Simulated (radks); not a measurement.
Fractional charge and spin in the 6s shell of promethium: the spin-up occupation runs from 0 to 1 and the spin-down occupation from 0 to 1; the fullest corner is Pm, [Xe] 4f(up 2.5, down 2.5) 6s(up 1, down 1). All-electron calculation, scalar-relativistic Kohn-Sham, PBEsol, spin-polarised, spherical densities, finite nucleus; Fermi nuclear charge, rms radius of each element as measured or else 0.836 A^(1/3) + 0.57 fm. Program: a radial shooting solver on a logarithmic mesh with Libxc functionals. Energy (eV) minus the two flat planes that join the four corners (they meet along the diagonal where the two added fractions sum to one electron); zero is where a piecewise linear energy would lie.

down \ up,0,0.25,0.5,0.75,1
0,0.000,-0.450,-0.597,-0.448,0.000
0.25,-0.450,-0.535,-0.332,0.160,-0.402
0.5,-0.597,-0.332,0.215,-0.301,-0.533
0.75,-0.448,0.160,-0.301,-0.487,-0.399
1,0.000,-0.402,-0.533,-0.399,0.000

Corners above the fullest one (they belong to Pm+ and the next ion): (up 1, down 0) 5.676 eV, (up 0, down 1) 5.676 eV, (up 0, down 0) 16.731 eV. With half an added electron in each spin the energy lies 0.215 eV from the planes, and with half an added electron in spin up alone -0.597 eV. The planes are only a guide here: the flat-plane condition holds for ground states with one frontier orbital, while this shell lies below other occupied shells, so the corners above the fullest one are inner-hole states and not the ground states of those ions.
